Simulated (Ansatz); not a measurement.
Consider the formal loss of a carbene: `FCC#C[SiH3]` → `[CH2]` (triplet) + `FC#C[SiH3]`.

Computed with Ansatz on PBE0-D4/def2-TZVP structures; ΔE is electronic, products minus reactants. CBS: MP2 limit from def2 TZ/QZ plus the TZ coupled-cluster correction, frozen cores. This one scheme is used for every species. DFT in def2-TZVPP. HSE06 is defined as in plane-wave codes. Triplets are unrestricted, without spin–orbit coupling.

| level | ΔE (kcal/mol) | difference from CCSD(T)/CBS |
| --- | --- | --- |
| PBE0-D4 | 115.5 | -2.2 |
| HSE06-D4 | 115.6 | -2.1 |
| BHLYP-D4 | 113.7 | -4.0 |
| ωB97X-V | 119.2 | 1.5 |
| B2PLYP | 115.6 | -2.1 |
| r2SCAN | 110.8 | -6.9 |
| HSE06 | 114.6 | -3.1 |
| CCSD/def2-TZVPP | 112.4 | -5.3 |
| SCS-MP2/def2-QZVPP | 120.5 | 2.8 |
| HF/CBS(def2) | 84.6 | -33.1 |
| CCSD(T)/CBS | 117.7 | 0 |

Largest T1 diagnostic among the species: 0.013.

At CCSD(T), def2-SVP lies −6.6 kcal/mol from the extrapolated value and def2-TZVPP −2.9 kcal/mol. From PBE to PBE0 (25 % exact exchange), in def2-TZVPP and without D4, ΔE moves by −1.5 kcal/mol.

CCSD(T)/CBS has its own doubt, a few kJ/mol and more with outer-core shells, so smaller differences from it don't rank the levels.
